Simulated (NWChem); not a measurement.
System: C2H7InO; SMILES [InH]([O]C)[CH3]

NWChem input:

```
start job
memory heap 200 mb stack 900 mb global 1100 mb
geometry units angstroms noautoz
  In    -0.292961     0.354115    -0.001600
  H     -2.001053     0.092665    -0.004377
  C      1.044407     2.030155    -0.000189
  H      0.861938     2.668173     0.876562
  H      0.899968     2.636084    -0.906437
  H      2.076806     1.656218     0.027678
  O      0.741219    -1.370316     0.000904
  C      0.199477    -2.647055    -0.001266
  H      0.529709    -3.221635    -0.890059
  H      0.528806    -3.224030     0.886292
  H     -0.911628    -2.674308    -0.001861
end
basis spherical
  * library def2-svp
end
ecp
  In library def2-ecp
end
dft
  xc hfexch
  iterations 150
  mulliken
end
task dft energy
```

Structure relaxed at the PBE0/def2-SVP level. No frequency run checked for a minimum. def2 effective core potentials on In; no spin-orbit coupling.

Q: Predict the main results of this run. (Hartree-Fock/def2-SVP with def2 effective core potentials on In.) Quantities: energy (Ha); highest occupied level (eV); orbital gap (eV); dipole (D).

A: energy (Ha): -343.74
highest occupied level (eV): -10.69
orbital gap (eV): 12.06
dipole (D): 2.31
